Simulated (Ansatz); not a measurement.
Cost and result for the atomization energy of CH₈AlFSi₂, SMILES `[CH3][AlH][SiH](F)[SiH3]` (13 atoms, 12 bonds).

```xyz
13

C    -0.763    2.299   -1.461
Al    0.467    1.350   -0.283
Si    0.654   -1.110   -0.295
F    -0.232   -1.751   -1.494
Si   -0.019   -2.080    1.736
H    -1.585    2.722   -0.871
H    -1.200    1.660   -2.230
H    -0.268    3.143   -1.951
H     1.357    2.140    0.776
H     2.063   -1.558   -0.523
H    -1.413   -1.682    2.076
H     0.882   -1.565    2.805
H     0.057   -3.566    1.715
```

Charge 0, multiplicity 1. Geometry: relaxed with PBE0-D4/def2-TZVP. It is one conformer, not always the lowest. Program: Ansatz. All runs use 4 threads of an Arm Neoverse V2 on a shared host. Times are those of one run each, without the atoms' runs, and a repeat can differ threefold. Electronic energies, without spin–orbit coupling; frozen cores. CCSD(T)/CBS adds CCSD(T) − MP2 in def2-TZVPP to the MP2 limit, and its time is that of the two runs behind it. T1 = 0.012. B3LYP takes the VWN-RPA correlation (the form of Gaussian; ORCA's B3LYP/G). HSE06 is the plane-wave form, built on full-range PBE exchange.

CCSD(T)/CBS is a level of theory with its own doubt, some kJ/mol a heavy atom from the limit and from the frozen cores, so smaller differences don't rank the functionals.

| level | functions | wall time | atomization (kcal/mol) | difference from CCSD(T)/CBS | per bond |
| --- | --- | --- | --- | --- | --- |
| LDA (SPW92)/def2-TZVPP | 300 | 1.6 s | 1105.3 | 107.2 | 8.9 |
| BHLYP-D4/def2-TZVPP | 300 | 4.2 s | 979.0 | -19.1 | -1.6 |
| HSE06-D4/def2-TZVPP | 300 | 4.3 s | 987.2 | -10.9 | -0.9 |
| CAM-B3LYP-D4/def2-TZVPP | 300 | 4.4 s | 998.3 | 0.2 | 0.0 |
| r2SCAN-D4/def2-TZVPP (with forces) | 300 | 6 s | 997.7 | -0.4 | 0.0 |
| CCSD(T)/def2-SVP | 122 | 6 s | 932.0 | -66.1 | -5.5 |
| B3LYP-D4/def2-TZVPP (with forces) | 300 | 6.5 s | 993.5 | -4.6 | -0.4 |
| B2PLYP/def2-TZVPP | 300 | 7 s | 981.5 | -16.6 | -1.4 |
| PBE-QIDH/def2-TZVPP | 300 | 7 s | 984.5 | -13.6 | -1.1 |
| ωB97X-V/def2-TZVPP | 300 | 10 s | 1002.7 | 4.6 | 0.4 |
| MP2/def2-QZVPP | 564 | 28 s | 989.2 | -8.9 | -0.7 |
| CCSD(T)/def2-TZVPP | 300 | 4.1 min | 972.4 | -25.7 | -2.1 |
| CCSD(T)/CBS(def2) | – | 4.5 min | 998.1 | 0.0 | 0.0 |

Leaving LDA and LC-ωPBE aside and taking each functional with its dispersion term where it has one, the values, not all of them listed here, spread over 28.7 kcal/mol, from revPBE-D4 to B97M-V. LDA lies +118.2 kcal/mol from PBE without D4, its usual overbinding. From BLYP to BHLYP (50 % exact exchange), in def2-TZVPP and without D4, the atomization energy moves by −1.0 kcal/mol: exact exchange takes away binding that semilocal exchange gives to molecules. At CCSD(T), def2-SVP lies −66.1 kcal/mol from the extrapolated value and def2-TZVPP −25.7 kcal/mol: correlation converges slowly with the basis, and small sets miss more of it in the bonded molecule than in its fragments.
